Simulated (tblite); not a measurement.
Compound: C3H8F2GeS.
SMILES with atom numbers: `[CH3:1][CH2:2][S:3][GeH2:4][CH:5]([F:6])[F:7]` (hydrogens: H8, H9, H10 on C1; H11, H12 on C2; H13, H14 on Ge4; H15 on C5)

Computed with GFN2-xTB (tblite), gas phase: L-BFGS steps from a force-field or distance-geometry start until the largest atomic force falls under 0.01 eV/Å.

Geometry at step 18:
```
atom  x, y, z in Å
C1     -2.3046   -0.2966   -0.6416
C2     -1.7416   -0.9872    0.5881
S3      0.0844   -1.1741    0.5725
Ge4     0.9578    0.7747    0.0146
C5      2.9241    0.3408   -0.0456
F6      3.3419   -0.2680    1.0901
F7      3.5950    1.5240   -0.1101
H8     -2.3654    0.7799   -0.4709
H9     -3.3010   -0.6855   -0.8518
H10    -1.6663   -0.4883   -1.5051
H11    -2.0852   -2.0192    0.6449
H12    -2.0270   -0.4673    1.4999
H13     0.7558    1.9691    0.9397
H14     0.5640    1.2769   -1.3725
H15     3.2638   -0.2712   -0.8911
```

Problem. Give the atomic forces at this geometry.

Solution. 
```
atom  Fx (eV/Å)  Fy (eV/Å)  Fz (eV/Å)
  C1      0.050     -0.022      0.041
  C2     -0.065      0.029     -0.043
  S3      0.037      0.015      0.030
 Ge4     -0.047      0.062     -0.027
  C5     -0.018      0.092     -0.012
  F6     -0.063      0.014      0.013
  F7      0.086      0.074     -0.042
  H8      0.036     -0.076     -0.128
  H9      0.054      0.136     -0.006
 H10     -0.132      0.009      0.013
 H11      0.020     -0.008      0.028
 H12      0.021     -0.032      0.038
 H13      0.004     -0.179      0.025
 H14      0.040     -0.093      0.076
 H15     -0.023     -0.021     -0.007
```

The largest, 0.18 eV/Å, acts on H13; the rms over all components is 0.061 eV/Å. The forces sum to zero within rounding, as they must for an isolated molecule in no field.

Problem. Give the force on H13 in Eh/bohr and in nN.

Solution. 0.181 eV/Å ÷ 51.422 = 0.00352 Eh/bohr, and 0.181 eV/Å × 1.602 = 0.29 nN.

Problem. How far is this geometry from the end of the optimisation?

Solution. 0.135 eV above it, and 0.554 Å rms away after alignment. The bonds farthest from their final lengths, with half the difference of the two atoms' forces along the bond (positive lengthens):

```
   bond  now (Å)  final (Å)  force along bond (eV/Å)
Ge4–H14    1.527      1.514                    -0.08
Ge4–H13    1.524      1.513                    -0.08
  C1–C2    1.519      1.513                    -0.07
  C5–F6    1.355      1.359                    +0.02
 C1–H10    1.091      1.087                    -0.04
 Ge4–C5    2.015      2.012                    +0.01
```

The angle farthest from its final value is S3–Ge4–H13, 119.1° against 111.2°.

Of the 2 listed bonds off by 0.010 Å or more, this force points towards the final length in 2.

What follows is the cost of the whole relaxation. The run took 1.6 s on Arm Neoverse N1, one thread, no GPU, shared host.
